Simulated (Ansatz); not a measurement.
Two isomers of C2H6O2Si: A = `C[SiH](O)C=O`, B = `O[SiH]1CCO1`.

Program: Ansatz. Geometries: PBE0-D4/def2-TZVP. ΔE: electronic, gas phase. CCSD(T)/CBS is the MP2 limit (def2-TZVPP, def2-QZVPP) plus CCSD(T) − MP2 in def2-TZVPP, frozen cores. DFT in def2-TZVPP. One conformer a species, not always the lowest.

**Question.** Which is lower in electronic energy at CCSD(T)/CBS, and by how much? (An estimate is asked.)

**Answer.** Ansatz gave: B, by 23.1 kcal/mol.

**Question.** Give E(B) − E(A) in kcal/mol with CCSD(T)/def2-TZVPP, PBE0-D4, ωB97M-V, MP2/def2-TZVPP, HF/def2-TZVPP, PBE-D4, CCSD/def2-TZVPP. (An estimate is asked.)

**Answer.** Ansatz gave: CCSD(T)/def2-TZVPP -22.5, PBE0-D4 -23.8, ωB97M-V -23.1, MP2/def2-TZVPP -25.0, HF/def2-TZVPP -20.1, PBE-D4 -20.4, CCSD/def2-TZVPP -23.0. None reverses the order clearly.

Largest T1 diagnostic: 0.014.

In def2-TZVPP, CCSD(T) changes the Hartree–Fock value by −2.4 kcal/mol (the triples alone add +0.4 kcal/mol) and MP2 by −4.9 kcal/mol. From PBE to PBE0 (25 % exact exchange), in def2-TZVPP and without D4, E(B) − E(A) moves by −3.4 kcal/mol.
